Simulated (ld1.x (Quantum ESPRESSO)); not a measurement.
Logarithmic derivatives: vanadium (V), ultrasoft

* Element: vanadium
* Generator: ld1.x (Quantum ESPRESSO) 7.5
* Type: ultrasoft
* Functional: PBE
* Relativity: scalar-relativistic
* Frozen core: [Ne]
* Valence charge: 13
* Reference configuration: 3s2 3p6 3d2 4s0 4p0 (charge +3)
* Partial waves: 3s (bound): rcut 1.25, rcutus 1.45 bohr; 4s (bound, empty): rcut 1.25, rcutus 1.45 bohr; 3p (bound): rcut 1.50, rcutus 1.90 bohr; 4p (bound, empty): rcut 1.50, rcutus 1.90 bohr; 3d (bound): rcut 0.85, rcutus 0.95 bohr; 3d channel at -2.35 Ry: rcut 0.85, rcutus 0.95 bohr
* Local potential: all-electron potential smoothed inside 0.80 bohr (lloc = -2)
* Core correction: none
* Augmentation charge: built from norm-conserving waves at rcut, not smoothed further

The phase is arctan(r·u′/u) with u = r·R(r), unwrapped; energies in Ry, scanned from -10 to 5 Ry. A pole is an energy at which the radial function vanishes at the test radius. The pseudo phase is shifted by a multiple of π to meet the all-electron one at the reference energy, and phase errors are pseudo minus all-electron; the curves can meet again beyond the range given. Levels narrower than the energy grid can be missing from the lists of poles.

Q: For each channel, where are the poles, and over which energies does the pseudopotential scatter like the atom?

A:

```csv
channel,radius (bohr),reference energy (Ry),"poles, all-electron","poles, pseudo",unbroken range about the reference energy with phases within 0.05 rad,phase error 1 Ry above the reference energy (rad)
s,2.06,-2.04,"-7.50, 3.24","-7.50, -5.83",not even at the reference energy,+1.188
p,2.06,-1.60,"-5.46, 4.37","-5.45, 1.73",not even at the reference energy,+0.902
d,2.06,-2.72,-2.25,-2.25,the whole range,-0.000
```

A Bessel basis up to 400 Ry misses an occupied level by 1.60 Ry, so cutoffs and ghosts were not judged. Its overlap operator is not positive definite in a basis up to 400 Ry (lowest eigenvalue p -0.87), so the file is unfit for use: the generalised eigenproblem breaks down once the basis is large enough, and its test numbers describe a broken file.

Phases in the d channel:

| E (Ry) | all-electron | pseudo |
| --- | --- | --- |
| -10.00 | 1.398 | 1.398 |
| -9.76 | 1.395 | 1.395 |
| -9.52 | 1.392 | 1.392 |
| -9.28 | 1.389 | 1.389 |
| -9.04 | 1.386 | 1.386 |
| -8.80 | 1.382 | 1.382 |
| -8.56 | 1.379 | 1.379 |
| -8.32 | 1.375 | 1.375 |
| -8.08 | 1.371 | 1.371 |
| -7.84 | 1.367 | 1.367 |
| -7.60 | 1.362 | 1.362 |
| -7.36 | 1.357 | 1.357 |
| -7.12 | 1.352 | 1.352 |
| -6.88 | 1.346 | 1.346 |
| -6.64 | 1.339 | 1.339 |
| -6.40 | 1.332 | 1.332 |
| -6.16 | 1.325 | 1.325 |
| -5.92 | 1.316 | 1.316 |
| -5.68 | 1.306 | 1.306 |
| -5.44 | 1.295 | 1.295 |
| -5.20 | 1.282 | 1.282 |
| -4.96 | 1.266 | 1.266 |
| -4.72 | 1.248 | 1.248 |
| -4.48 | 1.225 | 1.225 |
| -4.24 | 1.195 | 1.195 |
| -4.00 | 1.154 | 1.154 |
| -3.76 | 1.093 | 1.093 |
| -3.52 | 0.990 | 0.990 |
| -3.28 | 0.777 | 0.777 |
| -3.04 | 0.193 | 0.193 |
| -2.80 | -0.862 | -0.862 |
| -2.56 | -1.348 | -1.348 |
| -2.32 | -1.536 | -1.536 |
| -2.08 | -1.636 | -1.636 |
| -1.84 | -1.702 | -1.702 |
| -1.60 | -1.752 | -1.753 |
| -1.36 | -1.796 | -1.797 |
| -1.12 | -1.838 | -1.839 |
| -0.88 | -1.881 | -1.882 |
| -0.64 | -1.928 | -1.929 |
| -0.40 | -1.982 | -1.983 |
| -0.16 | -2.047 | -2.049 |
| 0.08 | -2.131 | -2.132 |
| 0.32 | -2.241 | -2.244 |
| 0.56 | -2.394 | -2.398 |
| 0.80 | -2.611 | -2.618 |
| 1.04 | -2.910 | -2.921 |
| 1.28 | -3.274 | -3.287 |
| 1.52 | -3.623 | -3.635 |
| 1.76 | -3.896 | -3.906 |
| 2.00 | -4.089 | -4.096 |
| 2.24 | -4.224 | -4.230 |
| 2.48 | -4.322 | -4.327 |
| 2.72 | -4.395 | -4.399 |
| 2.96 | -4.451 | -4.455 |
| 3.20 | -4.496 | -4.499 |
| 3.44 | -4.533 | -4.535 |
| 3.68 | -4.563 | -4.566 |
| 3.92 | -4.590 | -4.592 |
| 4.16 | -4.612 | -4.614 |
| 4.40 | -4.632 | -4.634 |
| 4.64 | -4.650 | -4.652 |
| 4.88 | -4.666 | -4.668 |
